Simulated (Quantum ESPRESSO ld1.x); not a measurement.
Question: The mean radii <r> (bohr) of the occupied orbitals of an atom or ion are listed with their occupations. All-electron calculation, scalar-relativistic Kohn-Sham, revPBE, spin-unpolarised, spherical densities, point nucleus. Program: ld1.x of Quantum ESPRESSO 7.5.

orbital  occ.      <r>
1s          2  0.02037
2s          2  0.08645
2p          6  0.07672
3s          2   0.2253
3p          6   0.2245
3d         10   0.2038
4s          2   0.5078
4p          6   0.5385
4d         10   0.5820
5s          1    1.213
5p          6    1.398
4f         11   0.7507
6p          1    3.411

Name the element and its charge.

Answer: Z = 68, erbium, charge +3: Er3+ in [Kr] 4d10 4f11 5s1 5p6 6p1. The 1s radius gives Z: for a bare nucleus <r> = (2 gamma + 1)/(2Z) with gamma = sqrt(1 - (Z/c)^2), 0.02012 bohr for Z = 68, and screening makes it slightly larger (0.02037 here). The occupations add up to 65, and the charge is Z minus that.
